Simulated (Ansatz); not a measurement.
Consider the ligand exchange at the Si–Cl bond: `CS[Si](F)(Cl)Cl` + CH₃OH → `CO[Si](F)(Cl)SC` + HCl.

Isolated molecules relaxed with PBE0-D4/def2-TZVP in Ansatz; ΔE leaves out vibrations. CCSD(T)/CBS adds triple-zeta CCSD(T) − MP2 to the extrapolated MP2 energy (def2 sets, frozen cores). This one scheme is used for every species. DFT in def2-TZVPP. B3LYP here is the variant with VWN-RPA as its local correlation; programs differ in this. Each species was taken in one conformer, which may not be the lowest.

CCSD(T)/CBS gives -4.0 kcal/mol.

**Question.** Another level gave -4.3 kcal/mol. Which?
A. PBE/def2-TZVPP
B. B3LYP-D4/def2-TZVPP
C. r2SCAN/def2-TZVPP
D. HF/def2-TZVPP

**Answer.** B. B3LYP-D4 -4.3, PBE -1.1, HF/def2-TZVPP -5.8, r2SCAN -3.1 kcal/mol.

Largest T1 diagnostic among the species: 0.011.

In def2-TZVPP, CCSD(T) changes the Hartree–Fock value by +0.7 kcal/mol (the triples alone add +0.3 kcal/mol) and MP2 by +1.9 kcal/mol.
